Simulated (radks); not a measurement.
Trend from Mg3+ to Ar3+: ionisation energy by Delta-SCF between NIST ground configurations, and size. All-electron calculation, non-relativistic Kohn-Sham, LDA (Slater exchange, Perdew-Wang correlation), spin-polarised, spherical densities, point nucleus; open shells are filled with parallel spins first. Program: a radial shooting solver on a logarithmic mesh with Libxc functionals.

species,configuration,configuration of the ion,IE (eV),NIST (eV),kind,-e(HOMO) (eV),r at 0.001 e/bohr^3 (bohr)
Mg3+,[He] 2s2 2p5,[He] 2s2 2p4,109.83,109.27,semi-emp.,94.835 (2p),2.04
Al3+,[Ne],[He] 2s2 2p5,120.42,119.99,exp.,104.22 (2p),1.98
Si3+,[Ne] 3s1,[Ne],45.540,45.142,exp.,40.423 (3s),3.02
P3+,[Ne] 3s2,[Ne] 3s1,51.414,51.444,exp.,45.632 (3s),3.08
S3+,[Ne] 3s2 3p1,[Ne] 3s2,47.326,47.22,semi-emp.,41.027 (3p),3.10
Cl3+,[Ne] 3s2 3p2,[Ne] 3s2 3p1,53.288,53.2,semi-emp.,46.299 (3p),3.04
Ar3+,[Ne] 3s2 3p3,[Ne] 3s2 3p2,59.113,59.6,semi-emp.,51.512 (3p),2.96

Reference values: NIST Atomic Spectra Database (exp. = measured, semi-emp. = semi-empirical, theory = theoretical value adopted there). Open shells are spherical and high-spin; term and fine-structure splittings are not resolved.
